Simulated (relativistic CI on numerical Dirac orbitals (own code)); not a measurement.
Bi3+: calculation against measurement

Computed by Dirac-Coulomb-Breit CI, KLI orbitals optimised for each configuration, model QED (radiative potential, 1s self-energy scaled to tabulated hydrogen-like ionisation energies), valence Slater integrals scaled by 0.85, configuration energies shifted to the measured levels that pair with them (semi-empirical) (own radial code, finite nucleus).

Configurations in the expansion (outside the closed core [Xe] 4f14): 5d10 6s2, 5d10 6s 6p, 5d10 6p2, 5d10 6s 6d, 5d10 6s 7s, 5d10 6s 7p, 5d10 6s 5f, 5d10 6s 8s, 5d10 6s 7d, 5d10 6s 6f, 5d10 6d2, 5d10 5f2, 5d8 6s2 6p2, 5d10 6p 6d, 5d9 6s2 5f, 5d9 6s2 6p, 5d9 6s 6p2, 5d10 5f 6p, 5d10 6f2, 5d9 6s2 5g, 5d10 6s 8p, 5d10 5g2, 5d10 6s 5g, 5d10 6p 6f, 5d10 6s 8d, 5d10 5g 6p, 5d10 6s 7f, 5d10 6p 7s, 5d10 5f 6d, 5d9 6s 6p 6d. Levels of other configurations are missing.

```tsv
Configuration	Term (tabulated)	J	Measured (cm⁻¹)	Computed	Error	Purity (%)
5d10 6s2	1S	0	0.0	0	0	98
5d10 6s 6p	3P°	0	70968.0	70819	-149	100
5d10 6s 6p	3P°	1	75926.0	76075	149	92
5d10 6s 6p	3P°	2	96423.0	95413	-1010	99
5d10 6s 6p	1P°	1	114602.0	116335	1733	90
5d10 6p2	3P	0	166552.0	167549	997	83
5d10 6p2	3P	1	185014.0	184017	-997	98
5d10 6s 6d	3D	1	197151.0	197434	283	98
5d10 6s 7s	3S	1	197446.0	197009	-437	98
5d10 6s 6d	3D	2	197829.0	197829	0	86
5d10 6s 6d	3D	3	199769.0	199672	-97	99
5d10 6s 7s	1S	0	201581.0	202018	437	98
5d10 6s 7p	1P°	1	231913.0	231913	0	69
5d10 6s 8s	3S	1	266674.0	266328	-346	100
5d10 6s 7d	3D	1	267576.0	267588	12	99
5d10 6s 7d	3D	2	267856.0	267844	-12	93
5d10 6s 8s	1S	0	268191.0	268537	346	99
5d10 6s 7d	3D	3	268690.0	268568	-122	99
5d10 6s 7d	1D	2	269758.0	270149	391	91
```

Measured levels from Moore, Atomic Energy Levels, vol. III, NSRDS-NBS 35 (1971 reprint of NBS Circular 467, 1958); pairs were made by configuration, J and term (by order where the table uses no LS term), so strongly mixed levels may be paired wrongly. The analysis dates from before 1960.

Mean error by configuration (cm⁻¹): 5d10 6s 6p 181; 5d10 6p2 0; 5d10 6s 6d 62; 5d10 6s 7s 0; 5d10 6s 7p 0; 5d10 6s 8s 0; 5d10 6s 7d 67. Over the excited levels the mean absolute error is 418 cm⁻¹ (18 of the 21 excited levels that our extract of the source holds in range could be paired, and the others can miss by more), and the median relative error of those above 1,000 cm⁻¹ is 0.14 %, both after the shifts were fitted to these levels, so that a configuration with one level shows no error.

Configurations whose levels could be paired with our table of measured levels were shifted onto them, all but the ground configuration, by the median error of their levels; single terms can still be off by 1,000 to 2,000 cm⁻¹ or more, and rates follow the energies as ν³ (E1, M1) or ν⁵ (E2). The others borrow a shift and can be off by several thousand cm⁻¹ or more. The fine structure of a lone outer electron comes out too small, for d and f at times inverted, and misplaced configurations move strength between like terms. 18 of the 21 excited levels that our extract of the measured tables holds in this range could be paired (the sources list more); they are missed by 418 cm⁻¹ on average and 1733 at most, after the shifts were fitted to these levels, and levels without a partner can miss by more.

Shifts applied (cm⁻¹): 5d10 6s2 0; 5d10 6s 6p 3803; 5d10 6p2 1487; 5d10 6s 6d 3483; 5d10 6s 7s 2885; 5d10 6s 7p 3396; 5d10 6s 8s 3718; 5d10 6s 7d 4511.
